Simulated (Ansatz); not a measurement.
Gas-phase electronic energies from Ansatz, PBE0-D4/def2-TZVP geometries. CBS: MP2 limit from def2 TZ/QZ plus the TZ coupled-cluster correction, frozen cores. This one scheme is used for every species, atoms too. Functionals use def2-TZVPP. B3LYP here is the variant with VWN-RPA as its local correlation; programs differ in this. Open shells (•) are unrestricted, without spin–orbit coupling. Spin–orbit coupling would lower the free atoms: a little for Cl, F, S, Si. Each species was taken in one conformer, which may not be the lowest.

`F[Si](F)(Cl)S[SiH2]Cl` → 2 Cl• + 2 F• + 2 H• + S• + 2 Si•  (atomization)

```csv
level,ΔE (kcal/mol),difference from CCSD(T)/CBS
PBE-D4,792.5,3.4
r2SCAN-D4,791.2,2.1
PBE0-D4,779.5,-9.6
B3LYP-D4,773.3,-15.8
ωB97X-V,791.1,2.0
ωB97M-V,790.3,1.2
B2PLYP,768.1,-21.0
PBE,783.1,-6.0
r2SCAN,789.0,-0.1
SCS-MP2/def2-TZVPP,774.3,-14.8
HF/def2-QZVPP,583.1,-206.0
MP2/def2-QZVPP,809.0,19.9
SCS-MP2/def2-QZVPP,793.2,4.1
HF/CBS(def2),583.5,-205.6
MP2/CBS(def2),820.7,31.6
CCSD/CBS(def2),774.2,-14.9
CCSD(T)/CBS,789.1,0
```

Largest T1 diagnostic among the species: 0.012.

In def2-TZVPP, CCSD(T) changes the Hartree–Fock value by +178.9 kcal/mol (the triples alone add +14.9 kcal/mol) and MP2 by +210.5 kcal/mol; breaking electron pairs costs correlation energy, which Hartree–Fock lacks. The D4 term adds +15.4 kcal/mol with B3LYP and +8.1 kcal/mol with PBE0; it sums over pairs of atoms, weighted by their polarisabilities, and B3LYP, whose exchange is more repulsive, gets the larger term. From PBE to PBE0 (25 % exact exchange), in def2-TZVPP and without D4, ΔE moves by −11.7 kcal/mol: exact exchange takes away binding that semilocal exchange gives to molecules.

For atomizations the MP2-based limit and the directly extrapolated one differ by several kJ/mol either way, and by 10 to 25 for some Ge, Se and Sn compounds, so smaller differences from it don't rank the levels.
